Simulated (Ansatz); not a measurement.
`OC(=S)[TeH]` + PH₃ → `P[TeH]` + `OC=S` at 500 K and 1 bar (ligand exchange at a Te–C bond).

Isolated molecules relaxed with PBE0-D4/def2-TZVP in Ansatz; ΔE leaves out vibrations. CCSD(T)/CBS adds triple-zeta CCSD(T) − MP2 to the extrapolated MP2 energy (def2 sets, frozen cores). This one scheme is used for every species. def2 core potentials past Kr. For Te outer-core shells are correlated without core-valence functions, which leaves a few kJ/mol of doubt a bond. Each species was taken in one conformer, which may not be the lowest.

```json
{"species": "`OC(=S)[TeH]`", "CCSD(T)/CBS energy (Eh)": "-779.89386", "H − E (kJ/mol)": "108.0", "S (J/(mol·K))": "380.7"}
{"species": "PH₃", "CCSD(T)/CBS energy (Eh)": "-342.72256", "H − E (kJ/mol)": "81.5", "S (J/(mol·K))": "231.4"}
{"species": "`P[TeH]`", "CCSD(T)/CBS energy (Eh)": "-610.46278", "H − E (kJ/mol)": "90.9", "S (J/(mol·K))": "324.3"}
{"species": "`OC=S`", "CCSD(T)/CBS energy (Eh)": "-512.17609", "H − E (kJ/mol)": "105.6", "S (J/(mol·K))": "289.8"}
```

H − E and S are ideal-gas, rigid-rotor, harmonic terms from PBE0-D4/def2-TZVP, for one conformer and one mirror image of each species. 1 Eh = 2625.50 kJ/mol, R = 8.31446 J/(mol·K).

Question: By hand: ΔE, ΔH, ΔS and ΔG.

Answer: ΔE = (-610.46278) + (-512.17609) − (-779.89386) − (-342.72256) = -0.02245 Eh = -58.9 kJ/mol. Δ(H − E) = 90.9 + 105.6 − 108.0 − 81.5 = 7.0, so ΔH = -51.9 kJ/mol. ΔS = 324.3 + 289.8 − 380.7 − 231.4 = 2.0 J/(mol·K). ΔG = -51.9 − 500 × (2.0)/1000 = -52.9 kJ/mol.

Question: By hand: the equilibrium constant, and the temperature at which ΔG would vanish if ΔH and ΔS stayed fixed.

Answer: log₁₀ K = −ΔG/(RT ln 10) = 5.5. ΔH and −TΔS have one sign here, so there is no such temperature. One of them is within its doubt of zero, so this could turn.

The number of gas molecules stays the same, so ΔS is small and ΔH decides. A doubt of 5 kJ/mol in ΔE shifts log₁₀ K by 0.5 here. Other conformers and mirror images would add mixing entropy, several J/(mol·K) or more a flexible species. Modes under 60 cm⁻¹, often nearly free rotors, make the harmonic entropy too high. These are equilibria of isolated gas molecules and say nothing of rates. Largest T1 diagnostic: 0.018 (customary marks: 0.02 for closed shells, 0.045 for open ones).
